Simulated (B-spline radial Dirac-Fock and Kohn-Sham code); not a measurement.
**Two-hole binding energies of Sb⁷⁺**

System: antimony as Sb⁷⁺, [Kr] 4d8.

Level of theory: ΔSCF Dirac-Fock with Breit, self-energy and vacuum polarisation, finite nucleus, configuration average; a radial B-spline solver. U is the two-hole binding energy less the two single-hole energies, the effective repulsion of the holes after relaxation. Each two-hole energy is an average over J within one jj subconfiguration.

| holes | E(a) (eV) | E(b) (eV) | E(ab) (eV) | U (eV) |
| --- | --- | --- | --- | --- |
| 1s⁻² | 30612.3 | 30612.3 | 62056.7 | 832.1 |
| 1s⁻¹ 3p1/2⁻¹ | 30612.3 | 935.1 | 31624.3 | 76.9 |
| 2s⁻² | 4826.8 | 4826.8 | 9795.8 | 142.1 |
| 2s⁻¹ 2p1/2⁻¹ | 4826.8 | 4503.6 | 9463.9 | 133.4 |
| 2p1/2⁻² | 4503.6 | 4503.6 | 9182.4 | 175.1 |
| 2p1/2⁻¹ 2p3/2⁻¹ | 4503.6 | 4255.2 | 8916.5 | 157.7 |
| 2p3/2⁻² | 4255.2 | 4255.2 | 8667.5 | 157.2 |
| 2s⁻¹ 3p1/2⁻¹ | 4826.8 | 935.1 | 5827.1 | 65.2 |
| 2s⁻¹ 3p3/2⁻¹ | 4826.8 | 888.1 | 5778.2 | 63.3 |
| 2p1/2⁻¹ 3s⁻¹ | 4503.6 | 1067.2 | 5634.5 | 63.6 |
| 2p1/2⁻¹ 3p3/2⁻¹ | 4503.6 | 888.1 | 5457.2 | 65.4 |
| 2p3/2⁻¹ 3s⁻¹ | 4255.2 | 1067.2 | 5385.7 | 63.3 |
| 2p3/2⁻¹ 3p1/2⁻¹ | 4255.2 | 935.1 | 5257.2 | 66.9 |
| 3p1/2⁻² | 935.1 | 935.1 | ? | ? |

Problem. Give the missing two-hole energy and U.

Solution. E(ab) = 1924.7 eV and U = 54.4 eV.

Run: 49 s of CPU time on 1 thread of Intel(R) Xeon(R) Platinum 8375C CPU @ 2.90GHz (shared host), peak memory 0.43 GiB.

Values without a named source are computed, but for edge energies of neutral atoms, which are taken from tables.
